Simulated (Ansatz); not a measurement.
Pulling on the Se3–H4 bond in CdFHSe (SMILES [F][Cd][SeH]) (multiplicity 1 held, fragments rigid). Energies count from the point at 1.473 Å.
Geometry at that point (charge 0, multiplicity 1):
```xyz
4

Cd     0.41821    -0.53976     0.29033
F      1.52317    -1.95749     1.06506
Se    -0.97101     1.21880    -0.70555
H     -0.76840     2.08677     0.46765
```

R- and RO- levels are restricted; in cc, def2 and unpolarised 6-31G sets they are followed outwards from rest. U- levels take the lowest unrestricted solution at each point, which mixes spins at long bonds. Active spaces are followed from a long bond inwards. Curves can end on different states.

Cores are frozen in the correlated methods. Filled d and f shells under p-block atoms count as core.

Programs: Ansatz (a first-principles code). Each number belongs to the level named beside it. In def2 rows elements past Kr take small-core potentials, without spin–orbit coupling.

Energies in kcal/mol.

```json
[
 {"R (Å)": "1.179", "R-wB97X-V/def2-TZVPP": "34.8", "U-SCS-MP2/def2-TZVPP": "35.0", "FIC-MRCISD on CASSCF(4,3)/def2-TZVPP": "35.4", "FIC-MRCISD+Q on CASSCF(4,3)/def2-TZVPP": "35.3"},
 {"R (Å)": "1.326", "R-wB97X-V/def2-TZVPP": "6.3", "U-SCS-MP2/def2-TZVPP": "6.3", "FIC-MRCISD on CASSCF(4,3)/def2-TZVPP": "6.6", "FIC-MRCISD+Q on CASSCF(4,3)/def2-TZVPP": "6.5"},
 {"R (Å)": "1.473", "R-wB97X-V/def2-TZVPP": "0.0", "U-SCS-MP2/def2-TZVPP": "0.0", "FIC-MRCISD on CASSCF(4,3)/def2-TZVPP": "0.0", "FIC-MRCISD+Q on CASSCF(4,3)/def2-TZVPP": "0.0"},
 {"R (Å)": "1.621", "R-wB97X-V/def2-TZVPP": "4.9", "U-SCS-MP2/def2-TZVPP": "4.9", "FIC-MRCISD on CASSCF(4,3)/def2-TZVPP": "4.4", "FIC-MRCISD+Q on CASSCF(4,3)/def2-TZVPP": "4.4"},
 {"R (Å)": "1.768", "R-wB97X-V/def2-TZVPP": "15.2", "U-SCS-MP2/def2-TZVPP": "15.0", "FIC-MRCISD on CASSCF(4,3)/def2-TZVPP": "13.6", "FIC-MRCISD+Q on CASSCF(4,3)/def2-TZVPP": "13.9"},
 {"R (Å)": "1.989", "R-wB97X-V/def2-TZVPP": "34.4", "U-SCS-MP2/def2-TZVPP": "40.5", "FIC-MRCISD on CASSCF(4,3)/def2-TZVPP": "30.1", "FIC-MRCISD+Q on CASSCF(4,3)/def2-TZVPP": "30.6"},
 {"R (Å)": "2.210", "R-wB97X-V/def2-TZVPP": "53.8", "U-SCS-MP2/def2-TZVPP": "62.2", "FIC-MRCISD on CASSCF(4,3)/def2-TZVPP": "45.4", "FIC-MRCISD+Q on CASSCF(4,3)/def2-TZVPP": "46.3"},
 {"R (Å)": "2.578", "R-wB97X-V/def2-TZVPP": "82.5", "U-SCS-MP2/def2-TZVPP": "76.1", "FIC-MRCISD on CASSCF(4,3)/def2-TZVPP": "63.8", "FIC-MRCISD+Q on CASSCF(4,3)/def2-TZVPP": "65.3"},
 {"R (Å)": "2.947", "R-wB97X-V/def2-TZVPP": "105.2", "U-SCS-MP2/def2-TZVPP": "80.5", "FIC-MRCISD on CASSCF(4,3)/def2-TZVPP": "73.5", "FIC-MRCISD+Q on CASSCF(4,3)/def2-TZVPP": "75.3"},
 {"R (Å)": "3.389", "R-wB97X-V/def2-TZVPP": "125.6", "U-SCS-MP2/def2-TZVPP": "82.1", "FIC-MRCISD on CASSCF(4,3)/def2-TZVPP": "78.2", "FIC-MRCISD+Q on CASSCF(4,3)/def2-TZVPP": "80.2"},
 {"R (Å)": "3.978", "R-wB97X-V/def2-TZVPP": "144.1", "U-SCS-MP2/def2-TZVPP": "82.7", "FIC-MRCISD on CASSCF(4,3)/def2-TZVPP": "79.8", "FIC-MRCISD+Q on CASSCF(4,3)/def2-TZVPP": "81.9"},
 {"R (Å)": "4.715", "R-wB97X-V/def2-TZVPP": "158.3", "U-SCS-MP2/def2-TZVPP": "82.8", "FIC-MRCISD on CASSCF(4,3)/def2-TZVPP": "80.2", "FIC-MRCISD+Q on CASSCF(4,3)/def2-TZVPP": "82.3"}
]
```

Doubts at one or more of the structures used: a restricted determinant that unrestricted orbitals would lower (R-wB97X-V/def2-TZVPP); a spin-contaminated determinant (U-SCS-MP2/def2-TZVPP); active orbitals that take no part (FIC-MRCISD on CASSCF(4,3)/def2-TZVPP, FIC-MRCISD+Q on CASSCF(4,3)/def2-TZVPP).
